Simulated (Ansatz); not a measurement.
`F[SiH]([SiH3])[SiH3]` + H–F → `F[SiH](F)[SiH3]` + SiH₄ at 400 K and 1 bar (cleavage of the Si–Si bond).

Program: Ansatz. Geometries: PBE0-D4/def2-TZVP. ΔE: electronic, gas phase. CCSD(T)/CBS adds triple-zeta CCSD(T) − MP2 to the extrapolated MP2 energy (def2 sets, frozen cores). This one scheme is used for every species.

| species | CCSD(T)/CBS energy (Eh) | H − E (kJ/mol) | S (J/(mol·K)) |
| --- | --- | --- | --- |
| `F[SiH]([SiH3])[SiH3]` | -971.28016 | 199.1 | 416.6 |
| H–F | -100.39570 | 36.5 | 182.2 |
| `F[SiH](F)[SiH3]` | -780.26920 | 133.4 | 362.8 |
| SiH₄ | -291.46306 | 96.9 | 218.6 |

H − E and S are ideal-gas, rigid-rotor, harmonic terms from PBE0-D4/def2-TZVP. 1 Eh = 2625.50 kJ/mol, R = 8.31446 J/(mol·K).

Q: By hand: ΔE, ΔH, ΔS and ΔG.

A: ΔE = (-780.26920) + (-291.46306) − (-971.28016) − (-100.39570) = -0.05640 Eh = -148.1 kJ/mol. Δ(H − E) = 133.4 + 96.9 − 199.1 − 36.5 = -5.3, so ΔH = -153.4 kJ/mol. ΔS = 362.8 + 218.6 − 416.6 − 182.2 = -17.4 J/(mol·K). ΔG = -153.4 − 400 × (-17.4)/1000 = -146.4 kJ/mol.

Q: By hand: the equilibrium constant, and the temperature at which ΔG would vanish if ΔH and ΔS stayed fixed.

A: log₁₀ K = −ΔG/(RT ln 10) = 19.1. ΔG = 0 at ΔH/ΔS = 8816 K, far beyond where these terms or the molecules hold.

ΔH outweighs TΔS. A doubt of 5 kJ/mol in ΔE shifts log₁₀ K by 0.7 here. These are equilibria of isolated gas molecules and say nothing of rates. Largest T1 diagnostic: 0.013 (customary marks: 0.02 for closed shells, 0.045 for open ones).
